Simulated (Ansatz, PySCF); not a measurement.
Ways to break one bond of [F][Ge]([Br])([Br])[Br]:

A. [F][Ge]([Br])([Br])[Br] [tribromo(fluoro)germane] -> [F][Ge]([Br])[Br] + Br atom
B. [F][Ge]([Br])([Br])[Br] [tribromo(fluoro)germane] -> F atom + [Br][Ge]([Br])[Br]

Quantity: bond dissociation energy (enthalpy at 298 K, with B3LYP-D3(BJ) rigid-rotor harmonic-oscillator terms), kJ/mol. Each molecule is optimised on its own at B3LYP-D3(BJ)/def2-TZVP (Ansatz, a quantum-chemistry and plane-wave program). Frequencies are from Ansatz or PySCF. Valence correlation only, unless marked. UHF or UKS for open shells. Spin-orbit coupling is left out. Frozen are the shells of the preceding noble gas and the d and f shells that filled before the atom's block. Non-relativistic. CBS marks a two-point X^-3 extrapolation of the correlation energy; Hartree-Fock from the larger set.

|  | BLYP-D3(BJ)/def2-TZVPD (Ansatz + dftd3) | CCSD/cc-pVTZ (Ansatz) | CCSD(T)/6-31G* (Ansatz) | CCSD(T)/CBS(cc-pVTZ,cc-pVQZ) (Ansatz) |
|---|---|---|---|---|
| A | 297.0 | 319.2 | 311.3 | 346.2 |
| B | 467.0 | 486.3 | 483.6 | 518.1 |
